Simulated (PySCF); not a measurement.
# Computed properties of BI2, SMILES I[B]I

BI2, SMILES I[B]I (connectivity only; charge and spin as stated), charge +1, multiplicity 1. Geometry optimised at B3LYP-D3(BJ)/def2-TZVP. The spin state was assumed, not searched. The isomer is the one that the SMILES or the coordinates give; other isomers of the formula were not compared. The def2 effective core potentials stand for the cores of I; spin–orbit coupling is left out. The values are those of a single conformer. All values are computed for the isolated molecule unless a solvent is named; none is compared with measurement here.

**Structure.** The optimised structure has D∞h symmetry. All 4 harmonic modes at B3LYP-D3(BJ)/def2-TZVP (PySCF) are real, so it is a minimum. With heavy atoms numbered as in [I:1][B:2][I:3], the shortest bond between them is I1–B2 at 1.974 Å and the longest B2–I3 at 1.974 Å.

**Vibrations.** The strongest infrared lines (harmonic, unscaled, degenerate partners summed) lie at 1088 cm⁻¹ (479 km/mol, B 96 %), 230 cm⁻¹ (1 km/mol, B 96 %). The softest mode is at 228 cm⁻¹ and the zero-point energy is 2.5 kcal/mol.

**Electronic structure.** B3LYP/def2-TZVPD (PySCF) places the frontier levels at -13.47 and -8.00 eV, a gap of 5.47 eV and a mean polarisability of 75.2 bohr³. PBE/def2-TZVPD (PySCF) at the same geometry gives -12.65 and -8.61 eV, so its gap is 1.43 eV narrower. An orbital gap is neither the optical nor the fundamental gap.

**Excitations.** TDA-PBE0/def2-SVPD (PySCF) has S1 at 4.29 eV (289 nm, f = 0.000, dark); the most intense of the 10 singlets computed lies at 6.35 eV (f = 1.03). Strengths of degenerate partners are summed. T1 (TDA) is at 3.84 eV, 0.45 eV under S1. TDA-PBE/def2-SVPD (PySCF) puts S1 at 4.02 eV. No vertical singlet excitation falls in the visible range (under 3.1 eV).
